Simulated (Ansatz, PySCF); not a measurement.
Dissociation curve of PH, triplet.

Levels of theory: UKS-B3LYP = unrestricted B3LYP/def2-TZVP in Ansatz (a first-principles code); UCCSDT(Q) = CCSDT(Q) on UHF/def2-TZVP, frozen core (Ansatz); UKS-B3LYP/6-311+G** = unrestricted B3LYP/6-311+G**, spherical d in PySCF 2.14.0.

Energies are in kJ/mol, each relative to the lowest point of its own curve near equilibrium.

```json
[
 {"R / Å": "1.08", "UKS-B3LYP": "216.3", "UCCSDT(Q)": "219.8", "UKS-B3LYP/6-311+G**": "222.3"},
 {"R / Å": "1.14", "UKS-B3LYP": "131.8", "UCCSDT(Q)": "133.9", "UKS-B3LYP/6-311+G**": "136.3"},
 {"R / Å": "1.22", "UKS-B3LYP": "59.2", "UCCSDT(Q)": "60.2", "UKS-B3LYP/6-311+G**": "62.1"},
 {"R / Å": "1.26", "UKS-B3LYP": "36.0", "UCCSDT(Q)": "36.5", "UKS-B3LYP/6-311+G**": "38.2"},
 {"R / Å": "1.32", "UKS-B3LYP": "13.4", "UCCSDT(Q)": "13.6", "UKS-B3LYP/6-311+G**": "14.7"},
 {"R / Å": "1.37", "UKS-B3LYP": "3.6", "UCCSDT(Q)": "3.6", "UKS-B3LYP/6-311+G**": "(withheld)"},
 {"R / Å": "1.43", "UKS-B3LYP": "0.0", "UCCSDT(Q)": "0.0", "UKS-B3LYP/6-311+G**": "0.0"},
 {"R / Å": "1.47", "UKS-B3LYP": "1.5", "UCCSDT(Q)": "1.5", "UKS-B3LYP/6-311+G**": "(withheld)"},
 {"R / Å": "1.52", "UKS-B3LYP": "6.9", "UCCSDT(Q)": "6.9", "UKS-B3LYP/6-311+G**": "6.2"},
 {"R / Å": "1.55", "UKS-B3LYP": "11.6", "UCCSDT(Q)": "11.7", "UKS-B3LYP/6-311+G**": "10.7"},
 {"R / Å": "1.67", "UKS-B3LYP": "38.3", "UCCSDT(Q)": "38.2", "UKS-B3LYP/6-311+G**": "37.1"},
 {"R / Å": "1.74", "UKS-B3LYP": "57.7", "UCCSDT(Q)": "57.2", "UKS-B3LYP/6-311+G**": "56.4"},
 {"R / Å": "1.91", "UKS-B3LYP": "109.9", "UCCSDT(Q)": "106.8", "UKS-B3LYP/6-311+G**": "108.5"},
 {"R / Å": "2.15", "UKS-B3LYP": "183.2", "UCCSDT(Q)": "172.0", "UKS-B3LYP/6-311+G**": "181.3"},
 {"R / Å": "2.36", "UKS-B3LYP": "235.0", "UCCSDT(Q)": "216.4", "UKS-B3LYP/6-311+G**": "232.0"},
 {"R / Å": "2.58", "UKS-B3LYP": "270.7", "UCCSDT(Q)": "248.1", "UKS-B3LYP/6-311+G**": "266.8"},
 {"R / Å": "2.85", "UKS-B3LYP": "295.4", "UCCSDT(Q)": "269.8", "UKS-B3LYP/6-311+G**": "290.8"},
 {"R / Å": "3.10", "UKS-B3LYP": "307.3", "UCCSDT(Q)": "279.4", "UKS-B3LYP/6-311+G**": "302.5"},
 {"R / Å": "3.51", "UKS-B3LYP": "316.2", "UCCSDT(Q)": "285.3", "UKS-B3LYP/6-311+G**": "311.1"},
 {"R / Å": "3.91", "UKS-B3LYP": "319.4", "UCCSDT(Q)": "286.7", "UKS-B3LYP/6-311+G**": "314.2"},
 {"R / Å": "4.29", "UKS-B3LYP": "320.6", "UCCSDT(Q)": "287.0", "UKS-B3LYP/6-311+G**": "315.5"},
 {"R / Å": "5.05", "UKS-B3LYP": "321.4", "UCCSDT(Q)": "287.2", "UKS-B3LYP/6-311+G**": "316.3"},
 {"R / Å": "5.61", "UKS-B3LYP": "321.5", "UCCSDT(Q)": "287.2", "UKS-B3LYP/6-311+G**": "316.4"}
]
```

Task: Complete the blanks.

Result: 
- 1.37, UKS-B3LYP/6-311+G**: 4.2
- 1.47, UKS-B3LYP/6-311+G**: 1.2

The unrestricted determinant behind UKS-B3LYP, UKS-B3LYP/6-311+G** is spin-contaminated at 2.36 to 5.61 Å (<S²> up to 3.0, against 2.00 for a pure triplet). The unrestricted determinant behind UCCSDT(Q) is spin-contaminated at 1.91 to 5.61 Å (<S²> up to 3.0, against 2.00 for a pure triplet).
